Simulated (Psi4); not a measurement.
lead atom (Pb), triplet (core potentials on Pb); R2SCAN/def2-TZVP in Psi4.

Psi4 was given this input:
```
memory 2 GB

molecule {
0 3
  Pb    0.00000000    0.00000000    0.00000000
}

set basis def2-tzvp
set reference uks

energy('r2scan')
print_variables()
```

It wrote (shortened):

```
   => Loading Basis Set <=

    Name: DEF2-TZVP
    Role: ORBITAL
    Keyword: BASIS

    !!!  WARNING: ECP capability is in beta. Please check occupations closely.  !!!

         ---------------------------------------------------------
                                   SCF
               by Justin Turney, Rob Parrish, Andy Simmonett
                          and Daniel G. A. Smith
                              UKS Reference
         ---------------------------------------------------------

  ==> Geometry <==

    Molecular point group: d2h
    Geometry (in Angstrom), charge = 0, multiplicity = 3:

       Center              X                  Y                   Z               Mass
    ------------   -----------------  -----------------  -----------------  -----------------
         PB           0.000000000000     0.000000000000     0.000000000000   207.976652500000

  Running in d2h symmetry.

  Rotational constants: A = ************  B = ************  C = ************ [cm^-1]
  Rotational constants: A = ************  B = ************  C = ************ [MHz]
  Nuclear repulsion =    0.000000000000000

  Charge       = 0
  Multiplicity = 3
  Electrons    = 22
  Nalpha       = 12
  Nbeta        = 10

  ==> Algorithm <==

  SCF Algorithm Type is DF.
  DIIS enabled.
  MOM disabled.
  Fractional occupation disabled.
  Guess Type is CORE.
  Energy threshold   = 1.00e-06
  Density threshold  = 1.00e-06
  Integral threshold = 1.00e-12

  ==> Primary Basis <==

  Basis Set: DEF2-TZVP
    Blend: DEF2-TZVP
    Number of shells: 16
    Number of basis functions: 50
    Number of Cartesian functions: 59
    Spherical Harmonics?: true
    Max angular momentum: 3

  Core potential: DEF2-TZVP
    Number of shells: 4
    Number of ECP primitives: 18
    Number of ECP core electrons: 60
    Max angular momentum: 3

  ==> DFT Potential <==

   => LibXC <=

    Version 7.1.2
    S. Lehtola, C. Steigemann, M. J. T. Oliveira, and M. A. L. Marques,  SoftwareX 7, 1–5 (2018) (10.1016/j.softx.2017.11.002)

   => Composite Functional: R2SCAN <=

    r2SCAN Meta-GGA XC Functional  (0.1021/acs.jpclett.0c02405)
    J. W. Furness, A. D. Kaplan, J. Ning, J. P. Perdew, J. Sun  J. Phys. Chem. Lett.  11, 8208–8215, 2020

    Deriv               =              1
    GGA                 =           TRUE
    Meta                =           TRUE

    Exchange Hybrid     =          FALSE
    MP2 Hybrid          =          FALSE

   => Exchange Functionals <=

    1.0000   XC_MGGA_X_R2SCAN

   => Correlation Functionals <=

    1.0000   XC_MGGA_C_R2SCAN

   => LibXC Density Thresholds  <==

    XC_MGGA_C_R2SCAN:  1.00E-15
    XC_MGGA_X_R2SCAN:  1.00E-11

   => Molecular Quadrature <=

    Radial Scheme          =       TREUTLER
    Pruning Scheme         =           NONE
    Nuclear Scheme         =       TREUTLER

    Blocking Scheme        =         OCTREE
    BS radius alpha        =              1
    Pruning alpha          =              1
    Radial Points          =             75
    Spherical Points       =            302
    Total Points           =          20530
    Total Blocks           =            229
    Max Points             =            256
    Max Functions          =             50
    Weights Tolerance      =       1.00E-15

   => Loading Basis Set <=

    Name: (DEF2-TZVP AUX)
    Role: JKFIT
    Keyword: DF_BASIS_SCF

  ==> Integral Setup <==

  SCF_SUBTYPE=INCORE selected. In-core MEM_DF algorithm will be used.
  Using in-core AOs.

  ==> MemDFJK: Density-Fitted J/K Matrices <==

    J tasked:                   Yes
    K tasked:                    No
    wK tasked:                   No
    Algorithm:                 Core
    Schwarz Cutoff:           1E-12
    Mask sparsity (%):       0.0000
    Fitting Condition:        1E-10

   => Auxiliary Basis Set <=

  Basis Set: (DEF2-TZVP AUX)
    Blend: DEF2-UNIVERSAL-JKFIT
    Number of shells: 53
    Number of basis functions: 251
    Number of Cartesian functions: 361
[...]
    NA   [     3,    1,    1,    1,    0,    2,    2,    2 ]
    NB   [     3,    0,    0,    1,    0,    2,    2,    2 ]

   @DF-UKS iter   1:  -180.93162799009642   -1.80932e+02   2.40288e-01 ADIIS
    Occupation by irrep:
             Ag   B1g   B2g   B3g    Au   B1u   B2u   B3u
    DOCC [     4,    1,    1,    1,    0,    1,    1,    1 ]
    SOCC [     0,    0,    0,    0,    0,    1,    0,    1 ]
    NA   [     4,    1,    1,    1,    0,    2,    1,    2 ]
    NB   [     4,    1,    1,    1,    0,    1,    1,    1 ]

   @DF-UKS iter   2:  -160.15336510301825    2.07783e+01   3.03634e-01 ADIIS
   @DF-UKS iter   3:  -192.85559850556160   -3.27022e+01   2.52537e-02 ADIIS/DIIS
   @DF-UKS iter   4:  -192.92332523630174   -6.77267e-02   3.44548e-03 ADIIS/DIIS
   @DF-UKS iter   5:  -192.92681967851388   -3.49444e-03   1.13362e-03 ADIIS/DIIS
   @DF-UKS iter   6:  -192.92702139185442   -2.01713e-04   3.82401e-05 DIIS
   @DF-UKS iter   7:  -192.92702192055950   -5.28705e-07   6.03954e-06 DIIS
   @DF-UKS iter   8:  -192.92702193169700   -1.11375e-08   5.10959e-07 DIIS
  Energy and wave function converged.

  ==> Post-Iterations <==

   Electrons on quadrature grid:
      Nalpha   =   12.0000000000 ; deviation = 7.105e-15
      Nbeta    =   10.0000000000 ; deviation = 1.421e-14
      Ntotal   =   22.0000000000 ; deviation = 2.132e-14

   @Spin Contamination Metric:   4.753753865E-03
   @S^2 Expected:                2.000000000E+00
   @S^2 Observed:                2.004753754E+00
   @S   Expected:                1.000000000E+00
   @S   Observed:                1.000000000E+00

    Orbital Energies [Eh]
    ---------------------

    Alpha Occupied:

[...]
    Alpha Virtual:

[...]
    Beta Occupied:

[...]
       4Ag    -0.419383

    Beta Virtual:

[...]
      12Ag   124.967945

    Final Occupation by Irrep:
             Ag   B1g   B2g   B3g    Au   B1u   B2u   B3u
    DOCC [     4,    1,    1,    1,    0,    1,    1,    1 ]
    SOCC [     0,    0,    0,    0,    0,    1,    0,    1 ]
    NA   [     4,    1,    1,    1,    0,    2,    1,    2 ]
    NB   [     4,    1,    1,    1,    0,    1,    1,    1 ]

  @DF-UKS Final Energy:  -192.92702193169700

   => Energetics <=

    Nuclear Repulsion Energy =              0.0000000000000000
    One-Electron Energy =                -336.0377170238839426
    Two-Electron Energy =                 159.2253842918752866
    DFT Exchange-Correlation Energy =     -16.1146891996883461
    Empirical Dispersion Energy =           0.0000000000000000
    VV10 Nonlocal Energy =                  0.0000000000000000
    Total Energy =                       -192.9270219316969985

  UHF NO Occupations:
  HONO-2 :    4 Ag 1.9981756
  HONO-1 :    2B1u 1.0000000
  HONO-0 :    2B3u 1.0000000
  LUNO+0 :    5 Ag 0.0018244
  LUNO+1 :    2B2g 0.0002024
  LUNO+2 :    6 Ag 0.0002023
  LUNO+3 :    2B3g 0.0000724

Computation Completed

Properties will be evaluated at   0.000000,   0.000000,   0.000000 [a0]

Properties computed using the SCF density matrix

 Multipole Moments:

 ------------------------------------------------------------------------------------
     Multipole            Electronic (a.u.)      Nuclear  (a.u.)        Total (a.u.)
 ------------------------------------------------------------------------------------

 L = 1.  Multiply by 2.5417464519 to convert [e a0] to [Debye]
 Dipole X            :          0.0000000            0.0000000            0.0000000
 Dipole Y            :          0.0000000            0.0000000            0.0000000
 Dipole Z            :          0.0000000            0.0000000            0.0000000
 Magnitude           :                                                    0.0000000

 ------------------------------------------------------------------------------------

  Variable Map:
  ----------------------------------------------------------------------------
[...]
  Array Variable Map:
  ----------------------------------------------------------------------------
[...]
[...]
```
